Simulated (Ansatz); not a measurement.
A nudged elastic band was laid between two geometries of C2H6AlF + H2 (12 atoms, charge 0, multiplicity 1).

Computed with RKS PBE0-D4/def2-SVP (Ansatz).

| Property | Result |
| --- | --- |
| movable images | 5 |
| climbing image | yes |
| spring | 5.0 eV/Å² |
| optimiser | quadratic models (default) |
| start path | through a guess of the saddle point |
| force threshold | 0.03 eV/Å |
| iteration limit | 60 |
| end points | relaxed |

Initial state:

```xyz
12
Properties=species:S:1:pos:R:3
Al -0.168 0.501 0.307
C 1.688 0.023 0.658
C -1.101 0.354 -1.397
F -0.955 1.364 1.514
H -0.600 -1.592 1.210
H -1.237 -1.505 0.795
H 1.867 -0.205 1.721
H 2.346 0.871 0.403
H 2.030 -0.837 0.058
H -2.194 0.296 -1.270
H -0.775 -0.518 -1.988
H -0.901 1.249 -2.012
```

Final state:

```xyz
12
Properties=species:S:1:pos:R:3
Al -1.117 0.187 0.541
C 1.589 -0.375 0.685
C -1.088 0.262 -1.400
F -0.893 1.628 1.378
H 0.845 -1.192 0.701
H -1.602 -1.035 1.424
H 2.377 -0.649 1.399
H 1.171 0.592 1.011
H 2.002 -0.278 -0.327
H -2.035 0.683 -1.781
H -0.969 -0.733 -1.860
H -0.279 0.912 -1.771
```

Problem. Which bonds break or form, and what moves?

Solution. Bonds broken: Al1–C2, H5–H6. Bonds formed: Al1–H6, C2–H5. C2H6AlF + H2 becomes CH4 + CH4AlF.

Problem. Give the energies along the band, and the barrier.

Solution. The run converged. The highest image is number 3 of 0 to 6, 109.5 kJ/mol above the first end and 141.2 kJ/mol above the last; the last end lies 31.8 kJ/mol below the first. A vibrational analysis at the climbing image gives one clearly imaginary mode, 1302i cm⁻¹: a first-order saddle point. The orbitals stay closed-shell, which can raise the energy where a bond breaks towards radicals; this wasn't checked here.

| image | path coordinate (Å) | energy (kJ/mol) | Al1–C2 (Å) | H5–H6 (Å) | Al1–H6 (Å) |
| --- | --- | --- | --- | --- | --- |
| 0 | 0.00 | 0.0 | 1.95 | 0.77 | 2.32 |
| 1 | 0.68 | 1.9 | 1.95 | 0.77 | 2.31 |
| 2 | 1.35 | 28.0 | 1.96 | 0.78 | 2.08 |
| 3 | 2.03 | 109.5 | 2.11 | 1.07 | 1.75 |
| 4 | 2.75 | -4.7 | 2.49 | 1.77 | 1.60 |
| 5 | 3.47 | -30.3 | 2.73 | 2.34 | 1.58 |
| 6 | 4.19 | -31.8 | 2.77 | 2.56 | 1.58 |

Problem. What is the geometry of the highest image?

Solution. 
```xyz
12
Properties=species:S:1:pos:R:3
Al -0.572 0.295 0.402
C 1.438 -0.263 0.696
C -1.111 0.332 -1.456
F -0.969 1.497 1.498
H 0.199 -1.005 1.091
H -0.835 -1.253 1.180
H 1.906 -0.737 1.573
H 1.742 0.800 0.754
H 1.863 -0.707 -0.217
H -2.201 0.457 -1.557
H -0.828 -0.593 -1.984
H -0.634 1.176 -1.981
```

Problem. What are the harmonic wavenumbers there?

Solution. 1302i, 84, 103, 146, 192, 230, 419, 475, 596, 629, 689, 718, 732, 865, 1063, 1213, 1219, 1286, 1420, 1424, 1428, 1440, 1718, 2016, 3032, 3054, 3132, 3154, 3163, 3178 cm⁻¹.

The run took 2.6 min on 2 threads of Arm Neoverse V2 (shared host), peak memory 0.2 GiB.
